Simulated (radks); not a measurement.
Initial-state core-level shifts of neutral barium when its valence configuration changes from [Xe] 6s2. Method: Dirac Kohn-Sham, PBEsol, spin-unpolarised, spherical densities, finite nucleus; open shells fill j = l - 1/2 first; Fermi nuclear charge, rms radius 4.8378 fm; computed with a radial shooting solver on a logarithmic mesh with Libxc functionals. Shifts are changes of the shell-averaged eigenvalues in eV (positive: less bound); the change of the density at the nucleus, which sets a Mossbauer isomer shift, is in e/bohr^3, on a base of 3.223e+05.

valence	2p	4s	4d	5s	density at nucleus
6s1 6p1	-1.076	-1.076	-1.073	-1.056	-11.37
5d2	+2.218	+2.199	+2.214	+2.164	-27.55
4f2	-0.988	-0.659	-0.858	-2.104	-31.72
4f0.5 6s1.5	-1.701	-1.673	-1.688	-1.777	-4.12
4f1 6s1	-1.410	-1.275	-1.362	-1.904	-13.23
6s1.5 6p0.5	-0.547	-0.547	-0.545	-0.537	-5.55
5d1 6p1	+0.372	+0.352	+0.362	+0.320	-26.40
4f1 6p1	-1.188	-0.996	-1.123	-1.910	-28.93
